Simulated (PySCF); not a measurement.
# Unknown compound

An unknown has the formula C3H9ClO2Si. Its calculated NMR data are:

1H NMR (500 MHz, computed): δ 3.85 (s, 6H), 0.15 (s, 3H).

13C{1H} NMR (computed): δ 52.4 (2C), 0.6.

[PySCF 2.14.0 with density-fitted response routines: PBE0/pcSseg-1 with gauge-including orbitals; GFN2-xTB structure; no relativistic terms; rapidly exchanging positions averaged; one computed conformer; no solvent]

Referencing at the same level of theory: TMS for 1H and 13C.

Deduce the structure.

Results:


The formula gives 0 degrees of unsaturation. 2 carbon signals for 3 carbons: some carbons are equivalent by symmetry or fast rotation. Carbon types of the structure: 3 × CH3, which accounts for all hydrogens. δC 52.4: methyl carbon bonded to O; deshielded by the electronegative neighbour. δC 0.6: methyl carbon bonded to Si; an electropositive neighbour leaves it electron-rich and shielded. δH 3.85: hydrogen on a methyl carbon bonded to O; its carbon carries O, hence the downfield position. δH 0.15: hydrogen on a methyl carbon bonded to Si; an electropositive neighbour shields it, as in TMS itself.

These data were computed for methyldimethoxychlorosilane.

This is the structure that produced the data.

Shifts are as computed. Against solution values, carbons near 30 ppm lie about +3 ppm off and those near 130 ppm about +5 ppm. Of 1211 compounds with measured shifts, 218 miss one by over three times the rms of a fit or turn the order of signals round; such compounds aren't used in these exercises. No couplings were computed; multiplicities are counted from neighbouring protons, with m where these are inequivalent, close in shift, in a saturated or five-membered ring or joined by F or P, and br s for small geminal =CH2 splittings.
